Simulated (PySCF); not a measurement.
Computed shifts of a molecule C3H4Cl2OSi, KT2/pcSseg-1 run with PySCF, GIAO, gas phase, equivalent atoms averaged, in ppm (number of nuclei): ¹³C: 94.1 (1), 77.0 (1), 56.4 (1). ²⁹Si: -30.6 (1). ¹H: 4.13 (3), 3.00 (1). References: ¹³C against TMS (σ = 185.1 ppm); ²⁹Si against TMS (σ = 361.9 ppm); ³⁵Cl against HCl (σ = 945.4 ppm); ¹⁷O against H2O (σ = 330.4 ppm); ¹H against TMS (σ = 31.47 ppm), references at their B3LYP-D3(BJ)/def2-TZVP geometries, non-relativistic (without spin–orbit terms, shifts of atoms bonded to Cl or Br come out too high). Geometry: B3LYP-D3(BJ)/def2-SVP. The values are those of a single conformer.

Question: Which structure fits?
(A) O[Si@@]1(Cl)C=C(Cl)C1
(B) C#C[Si](Cl)(Cl)OC
(C) C#CCO[SiH](Cl)Cl
(D) Cl[SiH](Cl)C1=CCO1

Answer: B, C#C[Si](Cl)(Cl)OC
